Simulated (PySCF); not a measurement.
Be(I)(NH2) (BeH2IN), SMILES [NH2][Be][I].

Coordinates come from a B3LYP-D3(BJ)/def2-TZVP optimisation. The def2 effective core potentials stand for the cores of I; spin–orbit coupling is left out. The values are those of a single conformer.

These are B3LYP-D3(BJ)/def2-TZVP (PySCF) values and carry that method's errors.

Frequencies are harmonic and unscaled.

Computed harmonic wavenumbers and intensities:
```
mode  ν (cm⁻¹)  IR (km/mol)  moving atoms (share of kinetic energy)
----  --------  -----------  --------------------------------------
1          198          5.2                         Be 67 %, H 27 %
2          238          2.5                         Be 79 %, H 12 %
3          362          8.4          N 55 %, Be 20 %, I 16 %, H 8 %
4          390        187.0                          H 74 %, N 22 %
5          670         55.9                 H 67 %, N 17 %, Be 16 %
6         1250        327.0                         Be 73 %, N 19 %
7         1575        109.1                          H 87 %, N 12 %
8         3578         49.1                                  H 96 %
9         3653         30.2                           H 92 %, N 8 %
```
